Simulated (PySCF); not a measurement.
propane (C3H8), singlet, geometry from GFN2-xTB. Base run: PySCF with M062X/STO-3G.

Here is a job for PySCF.
```python
from pyscf import gto, scf, dft

mol = gto.Mole()
mol.atom = '''
    C     0.00019816   -0.00959544    0.59262286
    C     0.00203840    1.26473711   -0.24264066
    C    -0.00221431   -1.25621880   -0.28345724
    H    -0.88125307   -0.01855469    1.23781232
    H     0.88208063   -0.02151901    1.23717471
    H     0.00374846    2.14435597    0.39712642
    H    -0.00350616   -2.15608872    0.32749829
    H     0.88367895    1.30120929   -0.87915334
    H    -0.87993462    1.30417409   -0.87851563
    H    -0.88428061   -1.27207466   -0.92022745
    H     0.87933296   -1.27503946   -0.92086516
'''
mol.basis = 'sto-3g'
mol.verbose = 4
mol.build()

mf = dft.RKS(mol)
mf.xc = 'm062x'
mf.kernel()
mf.analyze()
```

The base run was repeated with changes; each row names its change, and settings that it needs were set with it.

```csv
change,ΔE vs base (mEh),SCF cycles
base,0.000,7
damp = 0.5; diis_start_cycle = 5,0.000,9
diis_space = 4,0.000,7
solver = newton,0.000,-
level_shift = 0.1 (with mf.max_cycle = 100),0.000,7
DIIS = ADIIS,0.000,13
conv_tol = 1e-6,0.000,5
diis_space = 20,0.000,7
init_guess = 1e,0.000,9
conv_tol = 1e-4,0.000,4
conv_tol = 1e-12,0.000,8
init_guess = huckel,0.000,8
diis = off (with mf.max_cycle = 100),0.000,16
```
